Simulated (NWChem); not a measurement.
System: CH5O cation; SMILES C[OH2+]

NWChem input:

```
start job
memory heap 200 mb stack 900 mb global 1100 mb
charge 1
geometry units angstroms noautosym nocenter noautoz
  C     -0.001327     0.799028     0.000000
  O     -0.030951    -0.686792     0.000000
  H     -0.544533     1.099928    -0.902007
  H     -0.544533     1.099928     0.902007
  H      1.041813     1.136781     0.000000
  H      0.324924    -1.117925    -0.802168
  H      0.324924    -1.117925     0.802168
end
basis spherical
  * library def2-svp
end
dft
  xc xpbe96 cpbe96
  iterations 150
end
cosmo
  dielec 2.4
end
task dft energy
```

Output (shortened):

```
             Northwest Computational Chemistry Package (NWChem) 7.3.0
             --------------------------------------------------------

                             Geometry "geometry" -> ""
                             -------------------------

 Output coordinates in angstroms (scale by  1.889725989 to convert to a.u.)

  No.       Tag          Charge          X              Y              Z
 ---- ---------------- ---------- -------------- -------------- --------------
    1 C                    6.0000    -0.00132700     0.79902800     0.00000000
    2 O                    8.0000    -0.03095100    -0.68679200     0.00000000
    3 H                    1.0000    -0.54453300     1.09992800    -0.90200700
    4 H                    1.0000    -0.54453300     1.09992800     0.90200700
    5 H                    1.0000     1.04181300     1.13678100     0.00000000
    6 H                    1.0000     0.32492400    -1.11792500    -0.80216800
    7 H                    1.0000     0.32492400    -1.11792500     0.80216800

 Effective nuclear repulsion energy (a.u.)      45.9950518346

  pbe96 is a nonlocal functional; adding pw91lda local functional.

                                 NWChem DFT Module
                                 -----------------

 Summary of "ao basis" -> "ao basis" (spherical)
 ------------------------------------------------------------------------------
       Tag                 Description            Shells   Functions and Types
 ---------------- ------------------------------  ------  ---------------------
 C                          def2-svp                 6       14   3s2p1d
 O                          def2-svp                 6       14   3s2p1d
 H                          def2-svp                 3        5   2s1p

 in cosmo_initialize ...

 solvent parameters
 solvname_short: unkn
 solvname_long:  unknown
 dielec:        2.4000

          ---------------
          -cosmo- solvent
          ---------------
 Cosmo: York-Karplus, doi: 10.1021/jp992097l
 dielectric constant -eps-     =   2.40
 screen = (eps-1)/(eps    )    =   0.58333
 surface charge correction     = lagrangian

   van der Waals surface
 --------------------------

 ---------- ATOMIC COORDINATES (A.U.) ------------ VDWR(ANG.) --
     1   -0.00250767    1.50994398    0.00000000     2.000
     2   -0.05848891   -1.29784869    0.00000000     1.720
     3   -1.02901816    2.07856253   -1.70454607     1.300
     4   -1.02901816    2.07856253    1.70454607     1.300
     5    1.96874110    2.14820460    0.00000000     1.300
     6    0.61401733   -2.11257193   -1.51587772     1.300
     7    0.61401733   -2.11257193    1.51587772     1.300
 number of segments per atom =         32
 number of   points per atom =         32
 atom (   nspa,  nppa )
 ----------------------
    1 (     22,     0 )       0
    2 (     18,     0 )       0
    3 (     15,     0 )       0
    4 (     15,     0 )       0
    5 (     14,     0 )       0
    6 (     18,     0 )       0
    7 (     18,     0 )       0
 number of -cosmo- surface points =      120
 molecular surface =     72.425 angstrom**2
 molecular volume  =     51.602 angstrom**3
 G(cav/disp)       =      1.222 kcal/mol
 -lineq- algorithm             =   0
 -bem- low  level              =   2
 -bem- from -octahedral-
 gaussian surface charge width =   4.50000
 degree of switching           =   1.00000
 switching function tolerance  =   0.00010
 atomic radii =
 --------------
    1  6.000  2.000
    2  8.000  1.720
    3  1.000  1.300
    4  1.000  1.300
    5  1.000  1.300
    6  1.000  1.300
    7  1.000  1.300
 ...... end of -cosmo- initialization ......

            General Information
            -------------------
          SCF calculation type: DFT
          Wavefunction type:  closed shell.
          No. of atoms     :     7
          No. of electrons :    18
           Alpha electrons :     9
            Beta electrons :     9
          Charge           :     1
          Spin multiplicity:     1
          Use of symmetry is: off; symmetry adaption is: off
          Maximum number of iterations: 150
          AO basis - number of functions:    53
                     number of shells:    27
          Convergence on energy requested:  1.00D-06
          Convergence on density requested:  1.00D-05
          Convergence on gradient requested:  5.00D-04

              XC Information
              --------------
          PerdewBurkeErnzerhof Exchange Functional  1.000
            Perdew 1991 LDA Correlation Functional  1.000 local
           PerdewBurkeErnz. Correlation Functional  1.000 non-local

             Grid Information
             ----------------
          Grid used for XC integration:  medium
          Radial quadrature: Mura-Knowles
          Angular quadrature: Lebedev.
          Tag              B.-S. Rad. Rad. Pts. Rad. Cut. Ang. Pts.
          ---              ---------- --------- --------- ---------
          C                   0.70       49           7.0       434
          O                   0.60       49           7.0       434
          H                   0.35       45           9.0       434
          Grid pruning is: on
          Number of quadrature shells:   323
          Spatial weights used:  Erf1

      Superposition of Atomic Density Guess
      -------------------------------------

 Sum of atomic energies:        -114.81235943

 Renormalizing density from      19.00 to     18

      Non-variational initial energy
      ------------------------------

 Total energy =    -111.604588
 1-e energy   =    -233.283480
 2-e energy   =      75.683840
 HOMO         =      -0.830567
 LUMO         =      -0.322166

   convergence    iter        energy       DeltaE   RMS-Dens  Diis-err
 ---------------- ----- ----------------- --------- --------- ---------
     COSMO gas phase
 d= 0,ls=0.0,diis     1   -115.6566311823 -1.62D+02  2.49D-02  1.50D+00
 d= 0,ls=0.0,diis     2   -115.4582780261  1.98D-01  1.60D-02  3.49D+00
 d= 0,ls=0.0,diis     3   -115.7854206692 -3.27D-01  2.39D-03  3.81D-02
 d= 0,ls=0.0,diis     4   -115.7879307233 -2.51D-03  1.09D-03  1.01D-02
 d= 0,ls=0.0,diis     5   -115.7891761642 -1.25D-03  1.02D-04  8.37D-05
  Resetting Diis
 d= 0,ls=0.0,diis     6   -115.7891853870 -9.22D-06  1.21D-05  7.38D-07
 d= 0,ls=0.0,diis     7   -115.7891854668 -7.98D-08  3.95D-06  3.16D-08

   convergence    iter        energy       DeltaE   RMS-Dens  Diis-err
 ---------------- ----- ----------------- --------- --------- ---------
     COSMO solvation phase
 d= 0,ls=0.0,diis     1   -115.8605997851 -7.14D-02  1.39D-03  1.40D-03
 d= 0,ls=0.0,diis     2   -115.8609314407 -3.32D-04  2.56D-04  2.25D-04
 d= 0,ls=0.0,diis     3   -115.8609632090 -3.18D-05  6.97D-05  3.91D-05
 d= 0,ls=0.0,diis     4   -115.8609657619 -2.55D-06  2.71D-05  1.19D-05
 d= 0,ls=0.0,diis     5   -115.8609667809 -1.02D-06  4.60D-06  1.49D-07
 d= 0,ls=0.0,diis     6   -115.8609667940 -1.31D-08  1.75D-06  2.13D-08

         Total DFT energy =     -115.860966794021
      One electron energy =     -240.169138514090
           Coulomb energy =       96.194275802594
    Exchange-Corr. energy =      -15.408778563474
 Nuclear repulsion energy =       45.995051834601

             COSMO energy =       -2.472377353653

 Numeric. integr. density =       17.999998528026

                                   COSMO solvation results
                                   -----------------------

                 gas phase energy =      -115.789185466798
                 sol phase energy =      -115.860966794021
 (electrostatic) solvation energy =         0.071781327223 (   45.04 kcal/mol)

                       DFT Final Molecular Orbital Analysis
                       ------------------------------------

 Vector    7  Occ=2.000000D+00  E=-5.430635D-01
              MO Center= -6.5D-02,  5.9D-02,  5.8D-09, r^2= 1.5D+00
   Bfn.  Coefficient  Atom+Function         Bfn.  Coefficient  Atom+Function
  ----- ------------  ---------------      ----- ------------  ---------------
    18      0.409389  2 O  px                 4      0.318584  1 C  px
    21      0.278401  2 O  px                19      0.201101  2 O  py
    39      0.163153  5 H  s                 29     -0.147375  3 H  s
    34     -0.147375  4 H  s                  7      0.130769  1 C  px
    22      0.119857  2 O  py                 5     -0.115920  1 C  py

 Vector    8  Occ=2.000000D+00  E=-4.785376D-01
              MO Center= -2.3D-01,  8.5D-01, -9.2D-09, r^2= 1.3D+00
   Bfn.  Coefficient  Atom+Function         Bfn.  Coefficient  Atom+Function
  ----- ------------  ---------------      ----- ------------  ---------------
     6      0.471819  1 C  pz                29     -0.313269  3 H  s
    34      0.313269  4 H  s                  9      0.187845  1 C  pz
    20     -0.125323  2 O  pz                44      0.114415  6 H  s
    49     -0.114415  7 H  s                 30     -0.087374  3 H  s
    35      0.087374  4 H  s                 45      0.030965  6 H  s

 Vector    9  Occ=2.000000D+00  E=-4.380003D-01
              MO Center=  1.1D-01,  2.2D-01,  1.7D-09, r^2= 1.7D+00
   Bfn.  Coefficient  Atom+Function         Bfn.  Coefficient  Atom+Function
  ----- ------------  ---------------      ----- ------------  ---------------
    18      0.449666  2 O  px                 4     -0.351668  1 C  px
    39     -0.312837  5 H  s                 21      0.304380  2 O  px
    29      0.148250  3 H  s                 34      0.148250  4 H  s
     7     -0.126975  1 C  px                17     -0.116247  2 O  s
    40     -0.103629  5 H  s                 19      0.095665  2 O  py

 Vector   10  Occ=0.000000D+00  E=-1.224242D-01
              MO Center=  2.9D-01, -6.0D-01, -7.7D-09, r^2= 3.0D+00
   Bfn.  Coefficient  Atom+Function         Bfn.  Coefficient  Atom+Function
  ----- ------------  ---------------      ----- ------------  ---------------
    17      0.925581  2 O  s                 45     -0.542165  6 H  s
    50     -0.542165  7 H  s                  8      0.439285  1 C  py
    16      0.336029  2 O  s                  5      0.330292  1 C  py
    44     -0.199684  6 H  s                 49     -0.199684  7 H  s
     3      0.170685  1 C  s                 15      0.151444  2 O  s

 Vector   11  Occ=0.000000D+00  E=-3.620143D-02
              MO Center=  1.4D-01,  5.6D-01, -3.1D-06, r^2= 3.3D+00
   Bfn.  Coefficient  Atom+Function         Bfn.  Coefficient  Atom+Function
  ----- ------------  ---------------      ----- ------------  ---------------
     3      1.735079  1 C  s                 40     -0.744617  5 H  s
    30     -0.612193  3 H  s                 35     -0.612191  4 H  s
    22     -0.534182  2 O  py                 8     -0.480812  1 C  py
     2      0.437688  1 C  s                 19     -0.395483  2 O  py
     5     -0.354982  1 C  py                45     -0.347839  6 H  s

 Vector   12  Occ=0.000000D+00  E=-3.609992D-02
              MO Center=  2.5D-01, -9.8D-01,  3.1D-06, r^2= 3.3D+00
   Bfn.  Coefficient  Atom+Function         Bfn.  Coefficient  Atom+Function
  ----- ------------  ---------------      ----- ------------  ---------------
    45      0.996452  6 H  s                 50     -0.996454  7 H  s
    23      0.496532  2 O  pz                20      0.396167  2 O  pz
    30      0.396013  3 H  s                 35     -0.396017  4 H  s
     9      0.315082  1 C  pz                44      0.263948  6 H  s
    49     -0.263948  7 H  s                  6      0.134469  1 C  pz

     Multipole analysis of the density
     ---------------------------------

     L   x y z        total         alpha         beta         nuclear
     -   - - -        -----         -----         ----         -------
     0   0 0 0      1.000000     -9.000000     -9.000000     19.000000

     1   1 0 0      0.568580     -0.043601     -0.043601      0.655782
     1   0 1 0     -0.694759     -0.725909     -0.725909      0.757060
     1   0 0 1     -0.000000     -0.000000     -0.000000      0.000000

     2   2 0 0     -8.397955     -7.586547     -7.586547      6.775138
     2   1 1 0     -1.473676      0.292287      0.292287     -2.058251
     2   1 0 1     -0.000000     -0.000000     -0.000000      0.000000
     2   0 2 0     -4.215692    -26.776057    -26.776057     49.336422
     2   0 1 1      0.000000      0.000000      0.000000      0.000000
     2   0 0 2     -6.118423     -8.262574     -8.262574     10.406725
```

Level: PBE/def2-SVP, COSMO on the gas-phase geometry. Geometry: optimised at PBE0/def2-SVP. COSMO prints the solvation energy as gas minus solution, so a positive value is a stabilisation.
